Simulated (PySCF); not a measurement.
C4H4, SMILES C1C=CC=1. Atoms are numbered in the order given.

```xyz
8

C      0.0000     0.6680     0.7839
C      0.0000     0.6680    -0.7839
C      0.0000    -0.6680     0.7839
C      0.0000    -0.6680    -0.7839
H      0.0000     1.4411     1.5536
H      0.0000     1.4411    -1.5536
H      0.0000    -1.4411     1.5536
H      0.0000    -1.4411    -1.5536
```
Charge 0, spin multiplicity 1.

Geometry: PBE0-D3(BJ)/def2-SVP.

Level of theory: PBE0/def2-TZVPD run with PySCF.

Symmetry labels are those of the subgroup D2h that the program uses (full group D2h).

Computed valence orbital energies around the gap with their symmetry:
| orbital | symmetry | energy (eV) |
|---|---|---|
| HOMO−7 | B2u | -17.03 |
| HOMO−6 | Ag | -14.44 |
| HOMO−5 | B3g | -14.28 |
| HOMO−4 | B1u | -11.04 |
| HOMO−3 | Ag | -11.03 |
| HOMO−2 | B3u | -10.14 |
| HOMO−1 | B2u | -9.02 |
| HOMO | B2g | -5.57 |
| LUMO | B1g | -1.70 |
| LUMO+1 | Ag | 0.71 |
| LUMO+2 | B1u | 1.03 |
| LUMO+3 | B2u | 1.16 |
